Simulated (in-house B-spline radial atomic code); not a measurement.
Checks on a self-consistent run for Re VIII (Re7+), [Ne] 3s1 3p6 3d10 4s2 4p6 4d10 4f14 5s2 5p6 5d1. Computed with a radial B-spline atomic code at the basis-set limit: Dirac-Hartree-Fock, average of configuration, Fermi nucleus of rms radius 5.3698 fm.

| orbital | q | ε (Eh) | <1/r> | <r²> | small-component weight |
| --- | --- | --- | --- | --- | --- |
| 1s1/2 | 2 | -2657.95395 | 88.7105 | 0.000447903 | 0.080214 |
| 2s1/2 | 2 | -470.77562 | 21.6399 | 0.00681497 | 0.018232 |
| 2p1/2 | 2 | -450.03338 | 21.5776 | 0.00486514 | 0.018283 |
| 2p3/2 | 4 | -396.94047 | 18.0424 | 0.00605538 | 0.016469 |
| 3s1/2 | 1 | -115.36413 | 7.97248 | 0.0443635 | 0.0060616 |
| 3p1/2 | 2 | -105.61333 | 7.89556 | 0.0404114 | 0.0060189 |
| 3p3/2 | 4 | -93.81783 | 6.97935 | 0.0468409 | 0.0055018 |
| 3d3/2 | 4 | -78.81774 | 6.85842 | 0.036216 | 0.0053618 |
| 3d5/2 | 6 | -76.27315 | 6.64402 | 0.0379675 | 0.0052188 |
| 4s1/2 | 2 | -28.39234 | 3.37675 | 0.215974 | 0.002037 |
| 4p1/2 | 2 | -24.51360 | 3.24823 | 0.222035 | 0.001919 |
| 4p3/2 | 4 | -21.69132 | 2.94625 | 0.254003 | 0.0017396 |
| 4d3/2 | 4 | -15.22401 | 2.73619 | 0.273134 | 0.0015429 |
| 4d5/2 | 6 | -14.68826 | 2.66104 | 0.285151 | 0.0014901 |
| 4f5/2 | 6 | -6.41610 | 2.2866 | 0.350995 | 0.0011436 |
| 4f7/2 | 8 | -6.30674 | 2.25623 | 0.360307 | 0.001121 |
| 5s1/2 | 2 | -7.36691 | 1.3399 | 1.12967 | 0.00047909 |
| 5p1/2 | 2 | -5.98097 | 1.23796 | 1.29456 | 0.00041888 |
| 5p3/2 | 4 | -5.48696 | 1.13954 | 1.47519 | 0.00037246 |
| 5d3/2 | 0.4 | -3.71833 | 0.931237 | 2.1404 | 0.00026067 |
| 5d5/2 | 0.6 | -3.66027 | 0.910608 | 2.22166 | 0.00025155 |

Electron-electron repulsion V_ee = 5885.4088 hartree.

(1) What total energy follows from the eigenvalues?

(2) Does the Dirac virial theorem hold?

(3) What diamagnetic shielding (Lamb formula) and susceptibility (Langevin formula) do the radii give?

Results:

(1) The eigenvalues count the repulsion twice, so E = Σqε - V_ee = -10702.940 - 5885.409 = -16588.349 hartree; the run printed -16588.349.

(2) For a point nucleus E = -2c²Σq·w, with w the small-component weight. Here Σq·w = 0.44155 and c = 137.0360, so the ratio E/(-2c²Σq·w) is 1.000278; the finite nucleus accounts for the departure from 1.

(3) σ = (α²/3)Σq<1/r> = 549.353/(3·137.036²) = 9751.3 ppm, and χ = -0.79199×10⁻⁶·Σq<r²> = -18.5×10⁻⁶ cm³/mol with Σq<r²> = 23.356 bohr². Both are non-relativistic formulas without the paramagnetism of open shells; for so heavy an element the full relativistic shielding is larger by tens of per cent.
